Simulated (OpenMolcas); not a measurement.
W4+ among 3 point charges of -2.5 e arranged as a planar triangle (D3h).

```
Program             : OpenMolcas
Method              : SS-CASPT2, IPEA 0.25 Eh, imaginary shift 0.1 Eh (closed shells correlated: 4f 5s 5p)
Basis               : ANO-RCC-VDZP [7s6p4d2f1g]
Scalar Hamiltonian  : DKH2, point nucleus
Active space        : 2 electrons in 5 orbitals (5d)
State averaging     : 2S+1 = 3 even, 10 roots; 2S+1 = 1 even, 15 roots
Spin-orbit coupling : state interaction with AMFI integrals over the reference wave functions
```

All point charges move together. At R = 2.08 Å the first state of the same spin is 5900 cm-1, and at R = 2.26 Å it is 3340 cm-1.

Problem. A third run gives 10750 cm-1. What distance was it run at?

Solution. With a power law R^-n the two known points give n = -ln(3340 / 5900) / ln(2.26 / 2.08) = 6.86. Then R = 2.08 × (5900 / 10750)^(1/6.86) = 1.906 Å. The run was at 1.88 Å, so the estimate is off by +0.026 Å.

Roots that are degenerate in the reference are averaged as groups; the widest CASPT2 spread within a group is 90 cm-1 (the 2-fold group of multiplicity 3 near 20200 cm-1 above the lowest state of its run, R = 1.88). Shifts and gaps below about the spread of the groups concerned are not significant. An orbital doublet at a regular site is open to a Jahn-Teller distortion, which this geometry leaves out. Free-ion shares, where given, are those of the reference states; single-state CASPT2 does not remix them. Spin-orbit coupling mixes the spin-free states strongly: the lowest level takes only 66 % from its leading state, 3E (figures for R = 1.88; the like holds for R = 2.26). This is an electrostatic model: the charges have no orbitals. No measured value stands beside these numbers.
